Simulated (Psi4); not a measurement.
CH4Al (SMILES [CH3][AlH+]), charge +1, singlet (typed; the unrestricted solution is spin-contaminated), at a GFN2-xTB geometry (such geometries of metal compounds can be far from the true shape), with bond 4-2 at 1.8 times its length.

Psi4 was given this input:
```
memory 2 GB

molecule mol {
1 1
  Al   -0.403728   -0.559691   -0.273048
  C     0.653430    0.901153    0.443304
  H     0.440377    1.046895    1.516060
  H     0.218250    2.582278   -0.520563
  H     1.731224    0.697434    0.323739
  H    -1.255377   -1.710379   -0.857814
}

set basis 6-311g**
set reference uhf
set stability_analysis follow
set scf_type pk

energy('scf')
print_variables()
```

**Question.** Predict the total energy from HF/6-311G** (Psi4 1.11).

**Answer.** -281.7313 Eh

**Question.** What <S^2> does HF/6-311G** give?

**Answer.** 0.632

**Question.** What number of basis functions does HF/6-311G** give?

**Answer.** 68

**Question.** Predict the nuclear repulsion energy from HF/6-311G**.

**Answer.** 42.6148 Eh
